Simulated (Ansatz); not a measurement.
Total energies of Ge(vinyl)2(NMe2)2 (C8H18GeN2) from Ansatz at PBE0-D4/def2-TZVP, gas phase (1 Eh = 27.2114 eV = 2625.5 kJ/mol). The reference geometry is relaxed at PBE-D4/def2-SVP.

```tsv
state	geometry	energy (Eh)
charge 0 singlet	reference	-2501.53711
charge 1 doublet	reference	-2501.26403
charge -1 doublet	reference	-2501.51206
charge -1 doublet	relaxed at PBE-D4/def2-SVP	-2501.51761
free Ge atom (triplet)	–	-2076.65516
free C atom (triplet)	–	-37.80537
free H atom (doublet)	–	-0.50104
free N atom (quartet)	–	-54.54382
```

Single mean-field runs in def2-TZVP are fitted with def2-universal-jkfit.

(1) Work out the vertical ionisation energy to the doublet.

(2) Work out the vertical electron affinity, to the doublet.

(3) Give the fundamental gap IE − EA, the Mulliken electronegativity (IE + EA)/2 and the hardness (IE − EA)/2.

(4) How much does the charge -1 doublet relax, and what is the adiabatic electron affinity?

(5) What is the binding energy per atom against free atoms?

(1) E(charge 1 doublet) − E(charge 0 singlet) = -2501.26403 − (-2501.53711) = 0.27308 Eh = 7.43 eV. For comparison, −ε of the highest occupied level is 5.89 eV at this level, 1.54 eV less.

(2) E(charge 0 singlet) − E(charge -1 doublet) = -2501.53711 − (-2501.51206) = -0.02505 Eh = -0.68 eV; negative, so the extra electron isn't bound. The basis lacks diffuse functions, which makes affinities too small.

(3) From the values in Eh: IE − EA = 0.27308 − (-0.02505) = 0.29813 Eh = 8.11 eV; (IE + EA)/2 = 3.37 eV; (IE − EA)/2 = 4.06 eV. The HOMO–LUMO gap of the same run is 5.16 eV, 2.95 eV smaller than the fundamental gap.

(4) Relaxation: -2501.51206 − (-2501.51761) = 0.00555 Eh = 0.15 eV. Adiabatic electron affinity: -0.01950 Eh = -0.53 eV, without zero-point energy. 

(5) Atoms: 1 × (-2076.65516) + 8 × (-37.80537) + 18 × (-0.50104) + 2 × (-54.54382) = -2497.20448 Eh. Binding: -2497.20448 − (-2501.53711) = 4.33263 Eh = 117.90 eV, or 4.07 eV for each of 29 atoms (no zero-point energy, no counterpoise term).

At PBE0-D4/def2-TZVP the highest occupied level of the charge -1 doublet lies above zero (up to 2.20 eV). By energy differences it is unbound by 0.68 eV (vertical, against the charge 0 singlet, at PBE0-D4/def2-TZVP) and held by the finite basis. At PBE0-D4/def2-TZVP the highest occupied level of the relaxed charge -1 doublet lies above zero (up to 1.58 eV). By energy differences it is unbound by 0.53 eV (each at its own geometry, against the charge 0 singlet, at PBE0-D4/def2-TZVP) and held by the finite basis.
